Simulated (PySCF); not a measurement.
BH₅N₂O. Atoms are numbered in the order given.

```xyz
9

B      0.0225     0.0078     0.0000
O      1.3967    -0.1373     0.0000
H      1.6772    -1.0541     0.0000
N     -0.4742     1.3364     0.0000
H      0.1566     2.1238     0.0000
H     -1.4510     1.5829     0.0000
N     -0.8515    -1.1194     0.0000
H     -1.8570    -1.0367     0.0000
H     -0.5323    -2.0762     0.0000
```

Geometry: PBE0-D3(BJ)/def2-SVP. The values are those of a single conformer.

Calculation: HF/pcSseg-1 in PySCF.

GIAO shieldings, no solvent; atoms listed in one row are averaged. δ = σ(ref) − σ: ¹¹B against BF3 (σ = 102.7 ppm); ¹⁷O against H2O (σ = 333.0 ppm); ¹H against TMS (σ = 31.99 ppm); ¹⁵N against NH3 (σ = 267.3 ppm), references at their B3LYP-D3(BJ)/def2-TZVP geometries, non-relativistic.

Question: Estimate the chemical shifts. (The exact figures need the calculation; the answer reports its results.)

Answer: 
```csv
nucleus,atoms,count,δ (ppm)
¹¹B,B1,1,12.5
¹⁷O,O2,1,55.2
¹H,H3,1,2.27
¹H,H5,1,2.00
¹H,H8,1,1.64
¹H,H6,1,1.53
¹H,H9,1,1.39
¹⁵N,"N4, N7",2,35.2
```
